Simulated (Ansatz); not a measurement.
Reactions of `N[SiH2]C(N)[SiH3]`.

Program: Ansatz. Geometries: PBE0-D4/def2-TZVP. ΔE: electronic, gas phase. CBS: MP2 limit from def2 TZ/QZ plus the TZ coupled-cluster correction, frozen cores. def2 core potentials past Kr. For As, In, Se, Sn outer-core shells are correlated without core-valence functions, which leaves a few kJ/mol of doubt a bond. Scalar relativity is left out up to krypton. Each species was taken in one conformer, which may not be the lowest.

(1) Order these by ΔE at CCSD(T)/CBS, lowest first. (Best estimate.)
A. `N[SiH2]C(N)[SiH3]` + arsine → `[SiH3][AsH2]` + `NC[SiH2]N`
B. `N[SiH2]C(N)[SiH3]` + `Cl[SiH2][O][SnH3]` → `N[SiH2][O][SnH3]` + `NC([SiH3])[SiH2]Cl`
C. `N[SiH2]C(N)[SiH3]` + `[SiH3][NH][AlH][SeH]` → `N[SiH2][AlH][SeH]` + `NC([SiH3])N[SiH3]`
D. `N[SiH2]C(N)[SiH3]` + `C[NH][SnH3]` → `N[SiH2][SnH3]` + `CNC(N)[SiH3]`
E. `N[SiH2]C(N)[SiH3]` + `[OH][In]([SH])[O][SiH3]` → `[SiH3][O][In]([SH])[O][SiH3]` + `NC[SiH2]N`
F. `N[SiH2]C(N)[SiH3]` + `NC(O)(O)F` → `NC(O)(F)O[SiH3]` + `NC[SiH2]N`

Largest T1 diagnostic: 0.016, for `[OH][In]([SH])[O][SiH3]`.

Results:

(1) E (-108.5 kJ/mol), F (-88.4 kJ/mol), A (-37.3 kJ/mol), B (-2.8 kJ/mol), D (+18.9 kJ/mol), C (+180.9 kJ/mol).
